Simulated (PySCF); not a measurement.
**Orbital picture of BeO⁺**

B2PLYP at R = 1.421 Å; Be cc-pVTZ, O cc-pVTZ; no relativity (PySCF 2.14). State: ²Π (doublet), unpaired electrons π ↑. Only the outer orbitals are listed, counted within each symmetry.

```csv
spin,orbital,occ.,ε (eV),on Be (%),main shells (%)
α,3σ,1,-37.93,13,86 O s
α,1π,1,-20.92,9,90 O p
α,4σ,1,-20.33,16,"77 O p, 9 Be s"
α,1π,1,-18.88,13,"87 O p, 10 Be p"
α,5σ,0,-10.38,99,"70 Be s, 29 Be p"
α,2π,0,-6.30,97,94 Be p
α,2π,0,-5.99,94,91 Be p
β,3σ,1,-35.02,16,82 O s
β,4σ,1,-19.45,17,"75 O p, 10 Be s"
β,1π,1,-17.95,16,"84 O p, 13 Be p"
β,5σ,0,-10.37,98,"68 Be s, 30 Be p"
β,1π,0,-9.88,43,"56 O p, 42 Be p"
β,2π,0,-5.95,92,"88 Be p, 8 O p"
```

Problem. Which are the highest filled and the lowest empty level, where do they sit, and how wide is the gap?

Solution. Highest filled β 1π at -17.95 eV (in %: 84 O p, 13 Be p); lowest empty α 5σ at -10.38 eV (in %: 70 Be s, 29 Be p); the gap at B2PLYP is 7.57 eV.

- bond order (Mayer): 1.54
- ⟨S²⟩: 0.755
- charge on Be (Mulliken, basis-dependent): 1.01
- charge on Be (Löwdin, basis-dependent): 0.74
- dipole moment (positive dipole points towards O; it is taken about the centre of mass and depends on that origin): -7.68 D

Correlated steps freeze 1 core orbital. B2PLYP dipoles, levels and charges come from its SCF part alone. The state was picked by a PBE0 search and need not be the measured ground state.
